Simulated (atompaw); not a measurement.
Scattering properties, PAW (atompaw) potential for europium

europium, PAW, made with atompaw 4.2.0.5 (PBE, scalar-relativistic). Core [Kr] 4d10 4f6, reference 5s2 5p6 5d1 6s1.5 6p0 (charge +0.5). Waves: 5s (bound): rc 1.95 bohr; 6s (bound): rc 1.85 bohr; 5p (bound): rc 2.85 bohr; 6p (bound, empty): rc 2.55 bohr; 5d (bound): rc 3.00 bohr; 5d channel at 1.55 Ry: rc 3.00 bohr. Local part: bessel scheme, radius 2.40 bohr. Core correction: smooth core density matched at 2.60 bohr. Augmentation charge: sinc compensation charge, radius 2.65 bohr; PAW radius 3.00 bohr; waves and projectors: custom rrkj vanderbiltortho.

The phase is arctan(r·u′/u) with u = r·R(r), unwrapped; energies in Ry, scanned from -6 to 5 Ry. A pole is an energy at which the radial function vanishes at the test radius. The pseudo phase is shifted by a multiple of π to meet the all-electron one at the reference energy, and phase errors are pseudo minus all-electron; the curves can meet again beyond the range given. Levels narrower than the energy grid can be missing from the lists of poles.

Task: For each channel, where are the poles, and over which energies does the pseudopotential scatter like the atom?

Result:

| channel | radius (bohr) | reference energy (Ry) | poles, all-electron | poles, pseudo | unbroken range about the reference energy with phases within 0.05 rad | phase error 1 Ry above the reference energy (rad) |
| --- | --- | --- | --- | --- | --- | --- |
| s | 3.01 | -0.48 | -3.72, 1.97 | -3.72, 1.94 | below 4.1 | -0.001 |
| p | 3.01 | -0.25 | -2.05, 3.21 | -2.05, 3.65 | below 4.3 | +0.029 |
| d | 3.01 | -0.40 | 0.25 | 0.25 | below 2.4 | +0.001 |

Phases in the p channel:

```
E (Ry)  all-electron  pseudo
 -6.00         1.423   1.423
 -5.52         1.415   1.415
 -5.04         1.405   1.406
 -4.56         1.394   1.394
 -4.08         1.379   1.379
 -3.60         1.357   1.358
 -3.12         1.322   1.323
 -2.64         1.224   1.226
 -2.16        -1.369  -1.369
 -1.68        -1.739  -1.739
 -1.20        -1.823  -1.822
 -0.72        -1.911  -1.911
 -0.24        -2.062  -2.062
  0.24        -2.442  -2.438
  0.72        -3.510  -3.482
  1.20        -4.247  -4.221
  1.68        -4.486  -4.465
  2.16        -4.594  -4.574
  2.64        -4.659  -4.636
  3.12        -4.705  -4.678
  3.60        -4.743  -4.709
  4.08        -4.778  -4.735
  4.56        -4.817  -4.758
```
